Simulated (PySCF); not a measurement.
C₃H₄BFO₂.

```xyz
11

F      0.2456     2.2829    -0.4508
B      0.1449     1.0033    -0.1184
C      1.3342     0.0629     0.1282
C      1.0258    -1.2470     0.0271
O     -0.2346    -1.7049    -0.0238
C     -1.2017    -0.8058     0.4650
O     -1.1110     0.4627    -0.0946
H      2.3843     0.3554     0.1573
H      1.7507    -2.0631    -0.0650
H     -2.1783    -1.2399     0.2168
H     -1.0772    -0.7382     1.5648
```
Charge 0, spin multiplicity 1.

Coordinates come from a PBE0-D3(BJ)/def2-SVP optimisation. The structure was generated by enumeration, and PubChem lists no compound with its InChIKey, so it may never have been made. The values are those of a single conformer.

All values below come from HF/pcSseg-1 (PySCF). Non-relativistic, no solvent.

Computed absolute GIAO shielding of each atom: isotropic value and principal components (ppm):
| atom | σ(iso) | σ11 | σ22 | σ33 | span |
|---|---|---|---|---|---|
| F1 | 322.5 | 197.4 | 344.0 | 426.2 | 228.7 |
| B2 | 86.8 | 66.8 | 93.8 | 99.8 | 33.0 |
| C3 | 94.4 | -14.6 | 115.1 | 182.7 | 197.3 |
| C4 | 11.4 | -137.8 | 51.4 | 120.7 | 258.5 |
| O5 | 200.4 | 102.1 | 192.8 | 306.2 | 204.1 |
| C6 | 110.4 | 95.1 | 110.3 | 125.8 | 30.7 |
| O7 | 219.7 | 95.8 | 262.2 | 301.3 | 205.5 |
| H8 | 26.9 | 25.3 | 26.8 | 28.6 | 3.3 |
| H9 | 24.2 | 21.4 | 24.1 | 27.2 | 5.9 |
| H10 | 26.6 | 21.8 | 26.0 | 32.0 | 10.2 |
| H11 | 27.1 | 22.3 | 26.5 | 32.3 | 10.0 |
